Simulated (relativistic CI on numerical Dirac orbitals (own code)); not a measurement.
Xe³⁴⁺: q coefficients and field-shift factors

Computed by Dirac-Coulomb-Breit CI, orbitals from a KLI potential per configuration, derivatives by finite differences, unscaled Slater integrals, QED left out (own radial code, finite nucleus).

CI space (outside the closed core [Ne]): 3s2 3p6 3d2, 3s2 3p5 3d3, 3s 3p6 3d3, 3s2 3p6 3d 4s, 3s2 3p6 3d 4p, 3s2 3p6 4s2. Double excitations out of closed p, d and f shells are left out; levels of such configurations are missing from the list, as are those of other unlisted configurations, and high levels can miss mixing partners.

With x = (α/α₀)² − 1 an excitation energy changes as ω = ω₀ + qx; K = 2q/ω₀ is the relative enhancement. Terms are leading LS components, so labels can repeat. The field-shift factor is F = δν/δ⟨r²⟩ for the transition from the lowest level.

Lowest level 3s2 3p6 3d2 3F_2.

| Level | ω₀ (cm⁻¹) | q (cm⁻¹) | K | F (GHz/fm²) |
| --- | --- | --- | --- | --- |
| 3s2 3p6 3d2 3P_0 | 113578 | 18750 | 0.33 | 0.076 |
| 3s2 3p6 3d2 3F_3 | 115378 | 127500 | 2.21 | 1.21 |
| 3s2 3p6 3d2 3P_2 | 174823 | 125000 | 1.43 | 0.978 |
| 3s2 3p6 3d2 3F_4 | 178213 | 150000 | 1.68 | 1.46 |
| 3s2 3p6 3d2 3P_1 | 195746 | 131000 | 1.34 | 0.939 |
| 3s2 3p6 3d2 1G_4 | 288057 | 234700 | 1.63 | 2.25 |
| 3s2 3p6 3d2 3P_2 | 316881 | 259900 | 1.64 | 2.21 |
| 3s2 3p6 3d2 1S_0 | 469460 | 243400 | 1.04 | 2.82 |
| 3s2 3p5 3d3 5F°_2 | 1412635 | 68560 | 0.0971 | 4.31 |
| 3s2 3p5 3d3 5D°_1 | 1421393 | 80900 | 0.114 | 4.23 |
| 3s2 3p5 3d3 5D°_0 | 1444153 | 95210 | 0.132 | 4.35 |
| 3s2 3p5 3d3 5F°_3 | 1462573 | 115500 | 0.158 | 4.81 |
| 3s2 3p5 3d3 5D°_3 | 1507852 | 127900 | 0.17 | 4.88 |

At this charge energies of transitions that change n are usually good to better than 1 %, and those within a shell (Δn = 0) to a few per cent. Terms inside the open d or f shell come out 10 to 20 % too wide with unscaled integrals.
